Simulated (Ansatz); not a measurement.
FHPb (SMILES [F][PbH]) moved off its minimum; all values from Ansatz (an electronic-structure program), cores frozen in correlated methods. Elements past Kr take the def2 small-core potentials, without spin–orbit coupling.
(charge 0, multiplicity 1)
```xyz
3

Pb    -0.00590    -0.08881     0.18525
H     -1.02400    -1.08511    -1.16150
F      0.71372     1.13612    -1.16629
```

Give the forces (eV/Å), the total energy and the dipole at CCSD(T)/def2-TZVPPD.


```tsv
atom	Fx	Fy	Fz
Pb1	-1.211	-1.789	1.070
H2	0.320	0.296	0.498
F3	0.892	1.494	-1.568
```
Energy -292.2655 hartree, dipole 3.37 D.
